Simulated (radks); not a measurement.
Ti II, 21 electrons, occupied as [Ar] 3d2 4s1. All-electron calculation, Dirac Kohn-Sham, Wu-Cohen GGA, spin-unpolarised, spherical densities, finite nucleus; open shells fill j = l - 1/2 first; Fermi nuclear charge, rms radius 3.5921 fm. Program: a radial shooting solver on a logarithmic mesh with Libxc functionals.

Normalised radial functions P(r) = r R(r) (large component), r in bohr:

r,3p3/2,4s1/2
0.008976,0.0087,0.0513
0.01361,0.0189,0.0693
0.02046,0.0395,0.0876
0.03102,0.0808,0.0999
0.04664,0.1540,0.0931
0.07071,0.2726,0.0494
0.1063,0.4193,-0.0379
0.1599,0.5246,-0.1407
0.2424,0.4356,-0.1723
0.3645,0.0207,-0.0374
0.5525,-0.6196,0.2093
0.8309,-1.0178,0.2824
1.26,-0.8515,-0.0187
1.894,-0.3979,-0.4566
2.848,-0.0951,-0.6295
4.318,-0.0086,-0.4040
6.493,-0.0002,-0.1190
9.843,0.0000,-0.0113

3p3/2: eigenvalue -45.866 eV, 1 radial node at r = 0.370 bohr, <r> = 1.09 bohr, 90 % of the charge inside 1.68 bohr. 4s1/2: eigenvalue -10.332 eV, 3 radial nodes at r = 0.0910, 0.390, 1.24 bohr, <r> = 3.17 bohr, 90 % of the charge inside 4.69 bohr.
